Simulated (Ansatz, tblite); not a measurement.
Cost and result up the ladder for Si(SH)Cl3 (SiHSCl₃) (6 atoms). Total charge 0; singlet. Geometry: PBE0-D4/def2-SVP.

| atom | x (Å) | y (Å) | z (Å) |
| --- | --- | --- | --- |
| Si1 | 0.032 | 0.066 | 0.415 |
| S2 | 0.467 | -1.101 | -1.293 |
| H3 | -0.202 | -0.276 | -2.130 |
| Cl4 | 0.898 | -0.892 | 1.994 |
| Cl5 | -1.981 | 0.241 | 0.742 |
| Cl6 | 0.786 | 1.963 | 0.271 |

Ansatz on 4 threads of AMD EPYC 9R45 on a shared host; xTB runs through tblite on one thread. Times are rough, summed over both states, and most runs start from the orbitals of an earlier one. PBE0-D4/def2-TZVP serves as the yardstick here, not as an exact answer. The other state is a doublet.

The xTB rows come from tblite.

Raw xTB energies of ions are shifted by several eV.

| level | functions | wall time |
| --- | --- | --- |
| GFN1-xTB | 47 | 0.011 s |
| GFN2-xTB | 46 | 0.013 s |
| PBE-D4/def2-TZVP | 191 | 1.8 s |
| PBE0-D4/def2-TZVP (with forces) | 191 | 3.2 s |
| r2SCAN-D4/def2-TZVP | 191 | 3.9 s |

Question: Estimate what each level gives for the vertical IE (eV).

Answer: 
| level | vertical IE (eV) | difference from PBE0-D4/def2-TZVP (eV) |
| --- | --- | --- |
| GFN1-xTB | 14.54 | 4.22 |
| GFN2-xTB | 14.31 | 4.00 |
| PBE-D4/def2-TZVP | 9.94 | -0.37 |
| PBE0-D4/def2-TZVP (with forces) | 10.31 | 0.00 |
| r2SCAN-D4/def2-TZVP | 10.15 | -0.17 |
